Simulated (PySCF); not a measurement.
Diatomic cations of Sn with the alkali metals

PBE with double-zeta basis sets in PySCF, for the lowest determinant that a PBE0 search found; no spin–orbit coupling. De refers to high-spin ground-configuration atoms (the charge goes to the atom of lower measured ionisation energy or higher electron affinity, which is not always the lowest computed limit). A positive dipole points towards Sn; it is taken about the centre of mass and depends on that origin.

```tsv
M	basis	charged atom	state (unpaired electrons)	Re (Å)	ωe (cm⁻¹)	De (eV)	μ (D)
Li	def2-SVP	Li+	triplet (σ ↑, π ↑)	3.035	201	0.86	-9.49
Na	def2-SVP	Na+	triplet (σ ↑, π ↑)	3.433	103	0.66	-9.64
K	def2-SVP	K+	triplet (σ ↑, π ↑)	3.922	66.0	0.38	-11.27
Cs	def2-SVPD	Cs+	triplet (σ ↑, π ↑)	4.277	40.3	0.29	-6.89
```

(1) By what factor does the well depth vary along the series?

The rows differ in basis set, which adds steps of its own.

Down a group the atoms grow and get heavier, so bonds lengthen and wavenumbers fall; this series shows no clear exception.

Weak bonds: CsSn⁺, KSn⁺. Basis-set superposition, not corrected here, can be much of De in a small basis, most of all at correlated wavefunction levels. Spin–orbit coupling is left out, which matters for elements this heavy, above all for dissociation energies. For an ion De counts to the pair picked by the measured ionisation energies or electron affinities, which need not be the lowest pair at this level. States were picked by a PBE0 search and need not be the measured ground states.

Results:

(1) At PBE it runs from 0.29 eV (CsSn⁺) to 0.86 eV (LiSn⁺), a factor of 2.97.
